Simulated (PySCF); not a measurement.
C₄H₁₁NSi, SMILES NC/C(C)=C\[SiH3].

Coordinates come from a B3LYP-D3(BJ)/def2-SVP optimisation. The structure was generated by enumeration; whether it is a known compound was not checked. One conformer was computed; it need not be the lowest.

Computed with HF/def2-TZVP (PySCF).

Gas-phase values at a fixed geometry.

The total energy comes out as -501.31766 hartree and the highest occupied level comes out as -9.40 eV. The lowest empty level is 3.20 eV. The orbital gap is 12.60 eV and the dipole moment is 3.54 D. The quadrupole, principal values (traceless, Buckingham form, about the centre of nuclear charge) is -6.60, -0.60, 7.20 D·Å and the mean static polarisability comes out as 81.4 bohr³ (12.06 Å³). The polarisability, principal values is 63.7, 78.3, 102.1 bohr³.
